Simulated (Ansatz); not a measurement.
System: CH₃BBrO, charge 0, multiplicity 2. It need not be the lowest isomer of its formula. 
Structure (B3LYP-D3(BJ)/def2-TZVP (Ansatz, an electronic-structure program) minimum search):
```
C
H 1 1.0880
H 1 1.0880 2 109.81
H 1 1.0887 2 110.43 3 122.00
O 1 1.4401 2 107.74 3 -117.07
B 5 1.3125 1 128.63 2 -120.79
Br 6 1.9475 5 126.70 1 0.00
```
Charge 0, spin multiplicity 2.

Wanted: atomisation energy (electronic, to ground-state atoms), in kcal/mol. Valence correlation only, unless marked. UHF or UKS for open shells. No spin-orbit coupling. Frozen are the shells of the preceding noble gas and the d and f shells that filled before the atom's block. Non-relativistic. The coupled-cluster limit lacks core correlation, which all-electron functionals hold. CBS marks a two-point X^-3 extrapolation of the correlation energy; Hartree-Fock from the larger set.

```
level                                program  atomisation energy (kcal/mol)  minus last row
----------------------------  --------------  -----------------------------  --------------
HF/cc-pVDZ                            Ansatz                          438.7          -167.8
HF/cc-pVTZ                            Ansatz                          448.6          -157.9
revPBE-D4/def2-TZVPD          Ansatz + dftd4                          611.8             5.3
PBE0/6-31G*                           Ansatz                          615.1             8.6
r2SCAN0/def2-TZVPD                    Ansatz                          606.0            -0.5
wB97M-V/def2-TZVPD                    Ansatz                          608.1             1.6
wB97X-V/def2-TZVPD                    Ansatz                          608.0             1.5
SCS-MP2/cc-pVDZ                       Ansatz                          565.6           -40.9
CCSD(T)/cc-pVQZ                       Ansatz                          600.0            -6.5
CCSD(T)/CBS(cc-pVTZ,cc-pVQZ)          Ansatz                          606.5             0.0
```
